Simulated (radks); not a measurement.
Question: All-electron atom: Ho IX in [Kr] 4d10 4f10 5s2 5p1 (the NIST ground configuration). Calculated with a radial shooting solver on a logarithmic mesh with Libxc functionals: Dirac Kohn-Sham, PBE, spin-unpolarised, spherical densities, finite nucleus; open shells fill j = l - 1/2 first; Fermi nuclear charge, rms radius 5.2022 fm. Some entries of the table are withheld. Estimate them.

orbital,occ.,eigenvalue (Ry),<r^2> (bohr^2)
1s1/2,2,-4082.737,0.0005883
2s1/2,2,-690.0363,0.009110
2p1/2,2,-657.2880,0.006580
2p3/2,4,-594.2920,0.007803
3s1/2,2,-160.9882,0.06027
3p1/2,2,-146.6404,0.05585
3p3/2,4,-133.4786,0.06275
3d3/2,4,-108.8573,0.04958
3d5/2,6,-105.9803,0.05149
4s1/2,2,-38.90080,0.3038
4p1/2,2,(1),0.3176
4p3/2,4,(2),0.3553
4d3/2,4,-20.83965,0.4002
4d5/2,6,-20.30133,0.4146
5s1/2,2,(3),1.544
5p1/2,1,-10.05278,1.788
5p3/2,0,-9.52215,1.969
4f5/2,6,-8.93323,(4)
4f7/2,4,-8.85030,(5)
5d3/2,0,-6.89895,2.773
5d5/2,0,-6.81886,2.842
6s1/2,0,-5.62456,5.638

Answer: 
(1) 4p1/2 eigenvalue (Ry): -33.19759
(2) 4p3/2 eigenvalue (Ry): -30.24483
(3) 5s1/2 eigenvalue (Ry): -11.81934
(4) 4f5/2 <r^2> (bohr^2): 0.6416
(5) 4f7/2 <r^2> (bohr^2): 0.6548
